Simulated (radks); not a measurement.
Valence configurations of the beryllium ion Be+ (all share [He]). All-electron calculation, scalar-relativistic Kohn-Sham, r2SCAN, spin-polarised, spherical densities, finite nucleus; open shells are filled with parallel spins first; meta-GGA in the generalised Kohn-Sham scheme; Fermi nuclear charge, rms radius 2.519 fm. Program: a radial shooting solver on a logarithmic mesh with Libxc functionals. Energies are relative to 2s1; eigenvalues in eV for spin up.

| valence | E (eV) | moment (Bohr magnetons) | e(2p) | e(2s) |
|---|---|---|---|---|
| 2s1 | 0.000 | 1 | - | -14.621 |
| 2s0.5 2p0.5 | 2.254 | 1 | -10.175 | -14.662 |
| 2p1 | 4.455 | 1 | -10.230 | - |

NIST lists [He] 2s1 as the ground configuration; this level of theory agrees among the configurations tried. The energies are those of spherical high-spin densities, not of single terms.
